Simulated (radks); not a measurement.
Results of a calculation; reference values are marked as such.
Task: Species: Tl13+. Configuration: [Kr] 4d10 4f14 5s2 5p(1/2: 2, 3/2: 3) 5d(3/2: 1, 5/2: 0) (not the ground configuration). Level of theory: Dirac Kohn-Sham, relativistic LDA (MacDonald-Vosko exchange, VWN5 correlation), spin-unpolarised, spherical densities, finite nucleus; Fermi nuclear charge, rms radius 5.4759 fm (a radial shooting solver on a logarithmic mesh with Libxc functionals). Some entries of the table are withheld. Estimate them.

| orbital | occ. | eigenvalue (hartree) | r(max) (bohr) |
|---|---|---|---|
| 1s1/2 | 2 | -3126.114 | 0.01009 |
| 2s1/2 | 2 | (1) | 0.05863 |
| 2p1/2 | 2 | -542.8513 | 0.04297 |
| 2p3/2 | 4 | -467.9917 | 0.05054 |
| 3s1/2 | 2 | -141.7598 | 0.1648 |
| 3p1/2 | 2 | -131.8871 | 0.1535 |
| 3p3/2 | 4 | -115.2145 | 0.1688 |
| 3d3/2 | 4 | -98.77145 | 0.1310 |
| 3d5/2 | 6 | -95.18608 | 0.1352 |
| 4s1/2 | 2 | -38.61922 | 0.3703 |
| 4p1/2 | 2 | (2) | 0.3677 |
| 4p3/2 | 4 | (3) | 0.3989 |
| 4d3/2 | 4 | (4) | 0.3899 |
| 4d5/2 | 6 | (5) | 0.3995 |
| 5s1/2 | 2 | -13.32812 | 0.7939 |
| 4f5/2 | 6 | (6) | 0.3534 |
| 4f7/2 | 8 | (7) | 0.3578 |
| 5p1/2 | 2 | -11.77918 | 0.8255 |
| 5p3/2 | 3 | -10.87195 | 0.8901 |
| 5d3/2 | 1 | -8.49821 | 0.9787 |
| 5d5/2 | 0 | -8.34798 | 0.9987 |

Result: 
(1) 2s1/2 eigenvalue (hartree): -564.4993
(2) 4p1/2 eigenvalue (hartree): -34.34053
(3) 4p3/2 eigenvalue (hartree): -30.25946
(4) 4d3/2 eigenvalue (hartree): -23.22374
(5) 4d5/2 eigenvalue (hartree): -22.45456
(6) 4f5/2 eigenvalue (hartree): -13.30493
(7) 4f7/2 eigenvalue (hartree): -13.13111
